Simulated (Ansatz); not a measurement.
Cartesian coordinates in Å:
```
Br 1.673 -0.828 0.331
B 0.000 0.000 0.000
Br -0.401 0.669 -1.728
Br -1.272 0.159 1.397
```

Charge 0, multiplicity 1.

(1) List the r2SCAN/def2-TZVPP orbital energies in eV (Ansatz 0.2.0). (Best estimate.)

Results:

(1) The calculation gave: Occupied: -13122.62, -13122.62, -13122.62, -1695.84, -1695.84, -1695.84, -1526.60, -1526.60, -1526.60, -1526.55, -1526.55, -1526.55, -1526.53, -1526.53, -1526.53, -235.50, -235.50, -235.50, -184.30, -175.73, -175.73, -175.73, -175.56, -175.56, -175.56, -175.49, -175.49, -175.49, -69.57, -69.57, -69.57, -69.53, -69.53, -69.53, -69.48, -69.48, -69.48, -69.35, -69.35, -69.35, -69.35, -69.35, -69.35, -21.87, -20.65, -20.65, -13.20, -10.91, -10.91, -9.68, -8.18, -8.18, -8.12, -8.12, -7.35. Lowest empty: -2.71, -0.53, 1.23, 1.25, 1.25, 3.32, 3.32, 3.84.
